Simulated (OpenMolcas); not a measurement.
**5d⁷ along the 75-electron sequence**

| Item | Value |
| --- | --- |
| Program | OpenMolcas 26.06 |
| Method | RASSCF |
| Basis | ANO-R2 |
| Scalar Hamiltonian | X2C, finite nucleus |
| Spin-orbit coupling | RASSI with atomic mean-field integrals over the reference wave functions, term energies averaged over their components |

Active space for each ion: 13 electrons in 8 orbitals (RAS1 5p, at most 2 holes; RAS2 5d).

Computed levels in cm-1 above ⁴F_9/2:

```tsv
Level	Ir2+	Pt3+	Au4+
⁴F_7/2	7500	9491	11706
⁴F_5/2	9637	11470	13212
⁴P_5/2	16445	19073	21898
²G_9/2	17842	20624	23468
⁴P_1/2	19722	22838	26041
²G_7/2	23837	27876	31990
²H_11/2	24314	27943	31572
²D_5/2(1)	26550	31187	36094
²P_1/2	30434	35957	41757
weight of ⁴F in the lowest level (%)	88	86	85
```

Mixed levels, with the weight of the term that names them: Ir2+ ⁴F_5/2 (75 %), Ir2+ ²G_9/2 (66 %), Ir2+ ⁴P_1/2 (69 %), Ir2+ ²P_1/2 (69 %), Pt3+ ⁴F_5/2 (66 %), Pt3+ ²G_9/2 (63 %), Pt3+ ⁴P_1/2 (67 %), Pt3+ ²D_5/2(1) (72 %), Pt3+ ²P_1/2 (67 %), Au4+ ⁴F_5/2 (58 %), Au4+ ²G_9/2 (60 %), Au4+ ⁴P_1/2 (65 %), Au4+ ²D_5/2(1) (69 %), Au4+ ²P_1/2 (65 %).

The fine-structure level ⁴F_5/2 changes by a factor of 1.37 from Ir2+ to Au4+. Its fourth root runs 9.91, 10.35, 10.72, with steps per unit of Z of 0.44, 0.37; equal steps would mean a (Z - σ)^4 law with constant σ.

⁴P_5/2 changes by a factor of 1.33 over the same range, with steps per unit of Z of +2630, +2820 cm-1.

Without dynamic correlation excited terms often stand tens of per cent too high (terms of higher spin than the ground term too low), and those without a measured partner can miss by more than the paired ones. Active for correlation alone: 5p; no level in the range computed is led by a configuration that opens it, so any true level of that kind is missing. Levels of configurations outside the active space are missing.

A number in round brackets counts repeated terms of one configuration in the order of the reference energies.
